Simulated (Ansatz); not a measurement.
Program: Ansatz. Geometries: PBE0-D4/def2-TZVP. ΔE: electronic, gas phase. CCSD(T)/CBS adds triple-zeta CCSD(T) − MP2 to the extrapolated MP2 energy (def2 sets, frozen cores). DFT in def2-TZVPP. B3LYP here is the variant with VWN-RPA as its local correlation; programs differ in this. One conformer a species, not always the lowest.

`O[SiH](O)[SiH](Cl)Cl` + `C=C[SiH2]S` → `C=C[SiH2]S[SiH](Cl)Cl` + `O[SiH2]O`  (cleavage of the Si–Si bond)

CCSD(T)/CBS gives -82.4 kJ/mol.

(1) Another level gave -80.2 kJ/mol. Which?
A. CCSD(T)/def2-TZVPP
B. PBE-D4/def2-TZVPP
C. B2PLYP/def2-TZVPP
D. B3LYP/def2-TZVPP

Largest T1 diagnostic among the species: 0.011.

Results:

(1) A. CCSD(T)/def2-TZVPP -80.2, B3LYP -64.2, B2PLYP -75.7, PBE-D4 -69.0 kJ/mol.

From PBE to PBE0 (25 % exact exchange), in def2-TZVPP and without D4, ΔE moves by −5.9 kJ/mol. The D4 term adds −13.0 kJ/mol with B3LYP and −7.5 kJ/mol with PBE0; it sums over pairs of atoms, weighted by their polarisabilities, and B3LYP, whose exchange is more repulsive, gets the larger term. In def2-TZVPP, CCSD(T) changes the Hartree–Fock value by −7.4 kJ/mol (the triples alone add −2.7 kJ/mol) and MP2 by −22.0 kJ/mol.
